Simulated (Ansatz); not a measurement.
`N#C[SiH2][SiH2]Cl` + `N[SiH3]` → `[SiH3]N[SiH2][SiH2]Cl` + `C#N` at 600 K and 1 bar (ligand exchange at the Si–C bond).

Computed with Ansatz on PBE0-D4/def2-TZVP structures; ΔE is electronic, products minus reactants. CCSD(T)/CBS is the MP2 limit (def2-TZVPP, def2-QZVPP) plus CCSD(T) − MP2 in def2-TZVPP, frozen cores. This one scheme is used for every species. One conformer a species, not always the lowest.

| species | CCSD(T)/CBS energy (Eh) | H − E (kJ/mol) | S (J/(mol·K)) |
| --- | --- | --- | --- |
| `N#C[SiH2][SiH2]Cl` | -1133.12837 | 180.5 | 465.8 |
| `N[SiH3]` | -346.80422 | 170.6 | 320.8 |
| `[SiH3]N[SiH2][SiH2]Cl` | -1386.61761 | 286.4 | 535.8 |
| `C#N` | -93.32098 | 64.3 | 228.4 |

H − E and S are ideal-gas, rigid-rotor, harmonic terms from PBE0-D4/def2-TZVP, for one conformer and one mirror image of each species. 1 Eh = 2625.50 kJ/mol, R = 8.31446 J/(mol·K).

Task: By hand: ΔE, ΔH, ΔS and ΔG.

Result: ΔE = (-1386.61761) + (-93.32098) − (-1133.12837) − (-346.80422) = -0.00600 Eh = -15.8 kJ/mol. Δ(H − E) = 286.4 + 64.3 − 180.5 − 170.6 = -0.4, so ΔH = -16.2 kJ/mol. ΔS = 535.8 + 228.4 − 465.8 − 320.8 = -22.4 J/(mol·K). ΔG = -16.2 − 600 × (-22.4)/1000 = -2.8 kJ/mol.

Task: By hand: the equilibrium constant, and the temperature at which ΔG would vanish if ΔH and ΔS stayed fixed.

Result: log₁₀ K = −ΔG/(RT ln 10) = 0.2. ΔG = 0 at ΔH/ΔS = 723 K.

TΔS isn't small against ΔH here. The sign of ΔG lies within the doubt. A doubt of 5 kJ/mol in ΔE shifts log₁₀ K by 0.4 here. Other conformers and mirror images would add mixing entropy, several J/(mol·K) or more a flexible species. Modes under 60 cm⁻¹, often nearly free rotors, make the harmonic entropy too high. These are equilibria of isolated gas molecules and say nothing of rates. Largest T1 diagnostic: 0.014 (customary marks: 0.02 for closed shells, 0.045 for open ones).
